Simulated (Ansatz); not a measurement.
Reaction (SMILES): [GaH] (GaH) (closed-shell singlet) → Ga atom + H atom
B3LYP-D3(BJ)/def2-TZVP geometries, fixed; electronic energies without zero-point terms.
Largest species:
```
Ga
H 1 1.6890
```
Charge 0, spin multiplicity 1.

Basis-set convergence of the atomisation energy at PBE with Ansatz (a first-principles code). Cartesian d functions, on some or all atoms, in 6-31G*; all else is spherical. The program fits the integrals of some runs and decomposes those of others, by size. Open shells are unrestricted. No added dispersion term, no relativity. Functions are those of the species that has most. Reference: the value in aug-cc-pV5Z, 66.30 kcal/mol, itself unsure by roughly 0.10 kcal/mol (its mean distance from pcseg-4, aug-pcseg-3, aug-cc-pVQZ). Deviations are taken from unrounded values.

```tsv
basis	functions	atomisation energy (kcal/mol)	minus reference (kcal/mol)
pcseg-0	24	65.83	-0.47
pcseg-1	32	66.10	-0.20
6-31G*	37	65.09	-1.21
def2-SVP	37	66.38	0.08
6-311G**	50	66.21	-0.09
def2-TZVP	54	66.59	0.29
cc-pVTZ	57	66.40	0.10
pcseg-2	57	65.93	-0.37
def2-TZVPP	62	66.70	0.40
aug-pcseg-2	82	66.13	-0.17
pcseg-3	101	66.17	-0.13
def2-QZVPP	119	66.30	0.00
def2-QZVPPD	128	66.33	0.03
aug-cc-pVQZ	139	66.39	0.09
aug-pcseg-3	142	66.19	-0.11
cc-pV5Z	159	66.27	-0.03
pcseg-4	172	66.20	-0.10
aug-cc-pV5Z	220	66.30	0.00
```

The smallest set listed that lies within 4 kcal/mol of the reference with all its larger relatives (same family, alike in diffuse functions; a set with none counts only in the reference's own line) is pcseg-0 (24 functions, -0.47 kcal/mol off). Inside, with no larger relative to test it: def2-QZVPPD. (Relatives not listed, tested too: 6-31G** -0.69, cc-pVQZ 0.00, def2-QZVP -0.04 kcal/mol.)
